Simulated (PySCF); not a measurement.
C2H6BFN2, SMILES C=C(F)B(N)N.

Coordinates come from a PBE-D3(BJ)/def2-SVP optimisation. The geometry has at least one imaginary mode, so it is a saddle point at that level. This is a generated structure with no PubChem entry under its InChIKey; it may be hypothetical. The values are those of a single conformer.

Two levels are set side by side: PBE/def2-TZVP (PySCF) and PBE0/def2-TZVP (PySCF). Same geometry, gas phase. Differences are taken from unrounded values.

```csv
quantity,PBE0
orbital gap (eV),6.75
highest occupied level (eV),-7.05
lowest empty level (eV),-0.30
dipole moment (D),2.34
mean polarisability (bohr³),55.1
```

Task: What does PBE give, and how far is it from PBE0? (The exact figures need the calculation; the answer reports its results.)

Result: 
```
quantity                       PBE  PBE minus PBE0
---------------------------  -----  --------------
orbital gap (eV)              4.45           -2.31
highest occupied level (eV)  -5.67            1.38
lowest empty level (eV)      -1.23           -0.92
dipole moment (D)             2.32           -0.02
mean polarisability (bohr³)   57.4             2.3
```

PBE's occupied levels lie high since its potential decays too fast outside the molecule; exact exchange lowers them and widens the gap. PBE's more diffuse valence density responds more strongly to a field. Differences between two approximate levels are no errors against the true value.

Rough cost on one machine, each run with all the roots and properties that it gave: PBE0 against PBE within a factor of 2.
